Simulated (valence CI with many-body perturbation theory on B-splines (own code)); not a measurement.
# In XLV: electric-dipole lines

Calculated by relativistic CI+MBPT: three valence electrons over a frozen Dirac-Fock core [He], a basis of 11 s, 11 p, 9 d, 7 f, 5 g, 2 h, 1 i functions for each j, with the one-electron correlation potential Σ1, the two-electron term Σ2, the three-electron term Σ3, Breit, model QED; selected CI, second order for the rest (own B-spline code, finite nucleus).

The last digits are not significant, and no measured levels were compared; by estimate large intervals hold to a few tenths of a per cent, small ones and those within an open d or f shell to about a per cent.

Lines 101 to 150 of 276 in falling wavelength, among levels below 39150 × 10³ cm⁻¹, chosen from the strongest by gf and those to the six lowest levels. Wavelengths and rates use the calculated energies. Electric multipoles are in the length gauge, E1 and E2 with the static RPA response of the core. Weak lines are less certain than strong ones. Lines between different terms over intervals too small for the method are left out, as are lines whose strength nearly cancels. The highest levels of a list are the least certain.

Levels are named by their leading jj configuration (3d3/2^4 stands for four electrons in 3d with j = 3/2), which in mixed levels can hold well under half, so a name can repeat and another be missing. Letters in brackets count levels of one name in rising energy.

| λ vac (Å) | Upper | Lower | A (s⁻¹) | S (a.u.) |
| --- | --- | --- | --- | --- |
| 3.151 | (2s 2p1/2 3s) J=1/2 [a] | (2s 2p1/2 2p3/2) J=3/2 [a] | 3.03e+13 | 9.35e-04 |
| 3.150 | (2s^2 3p3/2) J=3/2 | (2s 2p1/2 2p3/2) J=5/2 | 8.10e+12 | 5.00e-04 |
| 3.149 | (2s^2 3s) J=1/2 | (2s^2 2p3/2) J=3/2 | 3.14e+13 | 9.67e-04 |
| 3.143 | (2s 2p1/2 3s) J=3/2 | (2s 2p1/2 2p3/2) J=3/2 [a] | 1.21e+12 | 7.42e-05 |
| 3.127 | (2s^2 3p3/2) J=3/2 | (2s 2p1/2 2p3/2) J=3/2 [a] | 1.34e+12 | 8.08e-05 |
| 3.092 | (2s 2p1/2 3d3/2) J=3/2 [a] | (2s 2p1/2 2p3/2) J=3/2 [b] | 1.64e+13 | 9.56e-04 |
| 3.082 | (2p1/2 2p3/2 3d5/2) J=3/2 | (2p1/2 2p3/2^2) J=1/2 | 2.96e+13 | 1.71e-03 |
| 3.079 | (2s 2p1/2 3d3/2) J=5/2 | (2s 2p1/2 2p3/2) J=3/2 [b] | 1.47e+12 | 1.27e-04 |
| 3.076 | (2s 2p3/2 3d5/2) J=5/2 [a] | (2s 2p3/2^2) J=3/2 | 2.70e+13 | 2.32e-03 |
| 3.073 | (2s 2p3/2 3d5/2) J=3/2 [a] | (2s 2p3/2^2) J=3/2 | 4.66e+13 | 2.67e-03 |
| 3.072 | (2p1/2^2 3d3/2) J=3/2 | (2p1/2^2 2p3/2) J=3/2 | 4.63e+13 | 2.65e-03 |
| 3.072 | (2s 2p3/2 3d5/2) J=3/2 [a] | (2s 2p3/2^2) J=1/2 | 5.35e+13 | 3.06e-03 |
| 3.070 | (2s 2p1/2 3d3/2) J=1/2 | (2s 2p1/2 2p3/2) J=3/2 [b] | 9.13e+12 | 2.61e-04 |
| 3.070 | (2s 2p1/2 3d5/2) J=5/2 [a] | (2s 2p1/2 2p3/2) J=3/2 [b] | 1.98e+13 | 1.69e-03 |
| 3.069 | (2s 2p1/2 3d3/2) J=3/2 [b] | (2s 2p1/2 2p3/2) J=3/2 [b] | 1.40e+13 | 8.01e-04 |
| 3.062 | (2p1/2 2p3/2 3p1/2) J=1/2 | (2s 2p3/2^2) J=1/2 | 4.07e+13 | 1.15e-03 |
| 3.059 | (2s 2p3/2 3d5/2) J=1/2 | (2s 2p3/2^2) J=1/2 | 2.43e+14 | 6.87e-03 |
| 3.058 | (2s 2p1/2 3d3/2) J=3/2 [a] | (2s 2p1/2 2p3/2) J=5/2 | 1.37e+12 | 7.74e-05 |
| 3.056 | (2p1/2 2p3/2 3d5/2) J=3/2 | (2p1/2 2p3/2^2) J=5/2 | 3.80e+13 | 2.14e-03 |
| 3.056 | (2p1/2 2p3/2 3d5/2) J=5/2 [a] | (2p1/2 2p3/2^2) J=5/2 | 9.40e+13 | 7.94e-03 |
| 3.052 | (2s 2p1/2 3d5/2) J=3/2 | (2s 2p1/2 2p3/2) J=1/2 | 2.05e+14 | 1.15e-02 |
| 3.052 | (2p1/2 2p3/2 3d3/2) J=5/2 [b] | (2p1/2 2p3/2^2) J=3/2 | 3.70e+13 | 3.11e-03 |
| 3.051 | (2p1/2^2 3d5/2) J=5/2 | (2p1/2^2 2p3/2) J=3/2 | 2.41e+14 | 2.03e-02 |
| 3.050 | (2s 2p1/2 3d5/2) J=3/2 | (2s 2p1/2 2p3/2) J=3/2 [b] | 4.40e+13 | 2.47e-03 |
| 3.050 | (2s 2p1/2 3d5/2) J=5/2 [b] | (2s 2p1/2 2p3/2) J=3/2 [b] | 2.13e+14 | 1.79e-02 |
| 3.049 | (2p1/2 2p3/2 3d3/2) J=3/2 [b] | (2p1/2 2p3/2^2) J=3/2 | 5.53e+13 | 3.09e-03 |
| 3.047 | (2p1/2 2p3/2 3d5/2) J=5/2 [b] | (2p1/2 2p3/2^2) J=5/2 | 1.32e+14 | 1.10e-02 |
| 3.045 | (2s 2p1/2 3d3/2) J=5/2 | (2s 2p1/2 2p3/2) J=5/2 | 4.16e+13 | 3.47e-03 |
| 3.045 | (2s 2p3/2 3d3/2) J=3/2 [b] | (2s 2p3/2^2) J=3/2 | 6.77e+13 | 3.77e-03 |
| 3.044 | (2s 2p3/2 3d3/2) J=3/2 [b] | (2s 2p3/2^2) J=1/2 | 7.50e+13 | 4.18e-03 |
| 3.044 | (2s 2p3/2 3d3/2) J=5/2 [a] | (2s 2p3/2^2) J=5/2 | 1.70e+13 | 1.42e-03 |
| 3.043 | (2p1/2 2p3/2 3d5/2) J=3/2 | (2p1/2 2p3/2^2) J=3/2 | 1.25e+14 | 6.93e-03 |
| 3.042 | (2p1/2 2p3/2 3d5/2) J=5/2 [a] | (2p1/2 2p3/2^2) J=3/2 | 1.29e+14 | 1.07e-02 |
| 3.042 | (2s 2p3/2 3d3/2) J=3/2 [a] | (2s 2p3/2^2) J=5/2 | 3.76e+13 | 2.09e-03 |
| 3.041 | (2s 2p3/2 3d3/2) J=1/2 [b] | (2s 2p3/2^2) J=3/2 | 4.47e+13 | 1.24e-03 |
| 3.041 | (2s 2p3/2 3d3/2) J=7/2 | (2s 2p3/2^2) J=5/2 | 1.21e+13 | 1.34e-03 |
| 3.036 | (2s 2p1/2 3d3/2) J=3/2 [a] | (2s 2p1/2 2p3/2) J=3/2 [a] | 2.19e+13 | 1.21e-03 |
| 3.036 | (2s 2p1/2 3d5/2) J=5/2 [a] | (2s 2p1/2 2p3/2) J=5/2 | 2.51e+13 | 2.08e-03 |
| 3.035 | (2s 2p1/2 3d3/2) J=3/2 [b] | (2s 2p1/2 2p3/2) J=5/2 | 1.12e+13 | 6.21e-04 |
| 3.033 | (2p1/2 2p3/2 3d5/2) J=5/2 [b] | (2p1/2 2p3/2^2) J=3/2 | 2.86e+14 | 2.36e-02 |
| 3.032 | (2s 2p1/2 3p1/2) J=3/2 | (2s^2 2p3/2) J=3/2 | 1.43e+13 | 7.89e-04 |
| 3.030 | (2s 2p3/2 3d5/2) J=5/2 [b] | (2s 2p3/2^2) J=3/2 | 4.05e+14 | 3.33e-02 |
| 3.028 | (2s 2p3/2 3d5/2) J=3/2 [b] | (2s 2p3/2^2) J=3/2 | 1.01e+14 | 5.56e-03 |
| 3.027 | (2s 2p3/2 3d5/2) J=3/2 [b] | (2s 2p3/2^2) J=1/2 | 1.79e+14 | 9.82e-03 |
| 3.027 | (2s 2p3/2 3s) J=5/2 | (2s 2p1/2 2p3/2) J=3/2 [b] | 3.41e+11 | 2.80e-05 |
| 3.026 | (2s 2p3/2 3d5/2) J=5/2 [a] | (2s 2p3/2^2) J=5/2 | 2.04e+14 | 1.67e-02 |
| 3.025 | (2s^2 3d3/2) J=3/2 | (2s^2 2p3/2) J=3/2 | 3.73e+13 | 2.04e-03 |
| 3.024 | (2s 2p1/2 3d5/2) J=7/2 | (2s 2p1/2 2p3/2) J=5/2 | 2.55e+14 | 2.78e-02 |
| 3.024 | (2s 2p1/2 3d3/2) J=5/2 | (2s 2p1/2 2p3/2) J=3/2 [a] | 3.31e+13 | 2.71e-03 |
| 3.023 | (2s 2p3/2 3d5/2) J=3/2 [a] | (2s 2p3/2^2) J=5/2 | 4.13e+13 | 2.25e-03 |
